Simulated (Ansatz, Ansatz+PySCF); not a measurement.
```json
{"atom": "F", "x (Å)": "0.0000", "y (Å)": "0.7069", "z (Å)": "-1.2494"}
{"atom": "B", "x (Å)": "0.0000", "y (Å)": "0.0000", "z (Å)": "0.0000"}
{"atom": "F", "x (Å)": "0.0000", "y (Å)": "0.7069", "z (Å)": "1.2494"}
```

Basis set: def2-SVP (spherical functions). Left uncorrelated: 3 orbitals. Charge 0, multiplicity 2.

Computed with Ansatz (development build ahead of 0.2.0); each method stands on the lowest determinant of its kind that the runs found.

Problem. Give the atomization energy at this shape (free ground-state atoms in the same class of orbitals less the molecule, no zero-point energy) of doublet BF₂ by UHF-CCSD(T), UHF-MP2, ROHF, UHF.

Solution.

```json
{"method": "UHF-CCSD(T)", "atomization energy": "11.68 eV"}
{"method": "UHF-MP2", "atomization energy": "12.54 eV"}
{"method": "ROHF", "atomization energy": "9.42 eV"}
{"method": "UHF", "atomization energy": "9.17 eV"}
```

Caution for UHF-CCSD(T), UHF-MP2: bonds are stretched, where a single reference can fail.
